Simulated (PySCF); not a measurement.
# How methods differ on the ionisation energy of Dy²⁺

Dy²⁺ [Xe] 4f10 (high-spin determinant) → Dy³⁺ [Xe] 4f9 (high-spin determinant), as a difference of total energies. All numbers are calculated (PySCF 2.14, the spin-free X2C one-electron Hamiltonian (Gaussian nucleus), in x2c-TZVPPall (11s7p7d4f2g, 113 functions)). Correlated levels: valence: [Kr] 4d10 frozen; valence and next inner shell: [Ar] 3d10 frozen. The calculations carry no spin-orbit coupling.

```json
{"method": "UHF", "ionisation energy (eV)": "18.496"}
{"method": "LDA", "ionisation energy (eV)": "24.369"}
{"method": "PBE", "ionisation energy (eV)": "24.080"}
{"method": "PBE0", "ionisation energy (eV)": "23.002"}
{"method": "r2SCAN", "ionisation energy (eV)": "23.511"}
{"method": "MP2 (valence)", "ionisation energy (eV)": "22.727"}
{"method": "SCS-MP2 (valence)", "ionisation energy (eV)": "22.409"}
{"method": "MP2 (valence and next inner shell)", "ionisation energy (eV)": "23.133"}
{"method": "SCS-MP2 (valence and next inner shell)", "ionisation energy (eV)": "22.664"}
```

Problem. How much does correlation contribute at MP2 (valence and next inner shell)?

Solution. 23.133 − (18.496) = 4.637 eV, measured against UHF.

A first-order spin-orbit estimate (lowest level to lowest level, LS coupling) adds 0.083 eV.

Errors of the correlated levels include the incompleteness of this basis and the frozen core.

The determinant of Dy³⁺ and of Dy²⁺ mixes LS terms, which raises its energy above the lowest term, most at the Hartree-Fock and MP2 levels.

For comparison: 22.89 ± 0.03 eV (semi-empirical (NIST evaluation); NIST Atomic Spectra Database, ionization energies).
